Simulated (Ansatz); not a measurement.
C2H5ClSi, SMILES `CC[Si]Cl` from Hartree–Fock to CCSD(T)

Z-matrix (Å, degrees):
```
C
C 1 1.519
H 1 1.093 2 111.6
H 1 1.092 2 111.2 3 -120.5
H 1 1.092 2 111.2 3 120.5
Si 2 1.893 1 123.1 3 -180.0
H 2 1.103 1 111.3 3 -57.0
H 2 1.103 1 111.3 3 57.0
Cl 6 2.091 2 101.5 1 0.1
```

The species carries charge 0 and has multiplicity 1. All single points use the PBE0-D4/def2-TZVP geometry. It is one conformer, not always the lowest. Frozen core, restricted reference, the Gaussian-basis code of Ansatz. CBS rows extrapolate triple and quadruple zeta.

```
     basis     HF (Eh)  MP2 corr.  CCSD corr.       (T)  CCSD(T) total
def2-TZVPP  -827.13837   -0.64231    -0.69409  -0.02952     -827.86198
def2-QZVPP  -827.16342   -0.69224    -0.73662  -0.03350     -827.93354
 CBS(def2)  -827.16687   -0.72922    -0.76812  -0.03646     -827.97145
```
